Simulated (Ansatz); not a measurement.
Ideal-gas functions of F3HfI, SMILES `[F][Hf]([F])([F])[I]` at 800 K and 1 bar, from an Ansatz frequency run at PBE0-D4/def2-TZVP.

Molar mass 362.39 g/mol, point group C3v (symmetry number 3), electronic degeneracy 1, moments of inertia 178.682, 786.949, 786.952 u Å². Harmonic wavenumbers (cm⁻¹, unscaled): 103, 103, 144, 168, 168, 221, 658, 658, 675.

Use S(trans) = R[1.5 ln M + 2.5 ln T − 1.1517]; rotational temperatures θ = 24.2544 K / I; S(rot) = R[ln(√π/σ · √(T³/θAθBθC)) + 1.5]; for each mode x = 1.438777 ν̃/T, S = R[x/(eˣ − 1) − ln(1 − e⁻ˣ)] and H = RT x/(eˣ − 1); 1 cm⁻¹ = 0.0119627 kJ/mol; R = 8.31446 J/(mol·K).

Problem. By hand: the entropy, in J/(mol·K).

Solution. Translation 202.9. Rotation: θ = 0.1357, 0.0308, 0.0308 K, giving 128.7. Vibration, mode by mode: 22.35, 22.35, 19.57, 18.30, 18.30, 16.04, 7.38, 7.38, 7.19, in all 138.9. Electronic 0.0. Sum 470.5 J/(mol·K).

Problem. By hand: H − E and G − E in kJ/mol, counted from the electronic energy.

Solution. Zero-point energy ½ × 2898 × 0.0119627 = 17.3; thermal vibration 45.1; translation, rotation and pV give 4 RT = 26.6. H − E = 89.0 kJ/mol, and G − E = 89.0 − 800 × 470.5/1000 = -287.4 kJ/mol.

Vibration gives 30 % of the entropy, 64.3 J/(mol·K) of it from the modes under 150 cm⁻¹: soft modes count most, and the harmonic formula is weakest for them.
